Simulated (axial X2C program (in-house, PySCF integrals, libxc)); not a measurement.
**Low determinants of GaP⁻ at the PBE0 level, 2c**

All values were computed with an axial X2C code built on PySCF integrals. Two-component (2c) means X2C with spin–orbit coupling and atomic mean-field two-electron Coulomb and Gaunt terms. Basis: Ga dyall-acv3z [10s10p8d5f1g], P dyall-av3z [9s8p3d2f] (cores contracted in-house); Gaussian nuclei, density fitting, unrestricted open shells. Masses: Ga 68.926 u, P 30.974 u.

Search at 2.134 Å (vertical energies from the lowest determinant):

```
ΔE (eV)    state  electrons beyond evenly filled partner blocks  electrons in ±ω = 1/2, 3/2, 5/2, 7/2
   0.00  Ω = 1/2                                        ω = 1/2                             33 12 2 0
   0.18  Ω = 3/2                                        ω = 3/2                             34 11 2 0
   2.05  Ω = 7/2                           ω = 1/2, 2 × ω = 3/2                             33 12 2 0
   2.09  Ω = 3/2                                        ω = 3/2                             32 13 2 0
   2.28  Ω = 5/2                           2 × ω = 1/2, ω = 3/2                             34 11 2 0
   2.34  Ω = 1/2                          2 × ω = -1/2, ω = 3/2                             34 11 2 0
   2.35  Ω = 5/2                           2 × ω = 1/2, ω = 3/2                             32 13 2 0
```

Lowest determinant, Ω = 1/2 (⟨Sz⟩ = 0.50, ⟨Lz⟩ = 0.00 at PBE0): Re = 2.130 Å, ωe = 436.9 cm⁻¹.

The determinant in row 2 of the search, Ω = 3/2 (⟨Sz⟩ = 0.50, ⟨Lz⟩ = 1.00 at PBE0), was followed along the bond at PBE0; measured from the minimum of the lowest determinant it gives:

Te = 0.070 eV (565 cm⁻¹), Re = 2.260 Å, ωe = 379.2 cm⁻¹.

Problem. Compare the bond of the determinant in row 2 with that of the lowest one.

Solution. At PBE0 its Re is 0.130 Å longer and its force constant, which goes as ωe², is 0.75 times that of the lowest determinant. T0 ≈ Te + Δωe/2 = 565 + (-29) = 536 cm⁻¹.

The search compares states at one distance, so a state with another bond length can lie lower; it is not exhaustive and yields mostly the lowest determinant of each block pattern, so other components and higher states of one pattern are missing. These are energies of single determinants, not of spin-adapted states; PBE0 term energies can be off by some tenths of an eV, and the functional has no current term. The lowest determinant need not be the ground state where others lie within half an eV. For an anion, determinants above electron detachment are held by the basis set. The highest occupied level of some functionals is positive through self-interaction error; at Hartree–Fock it is bound.
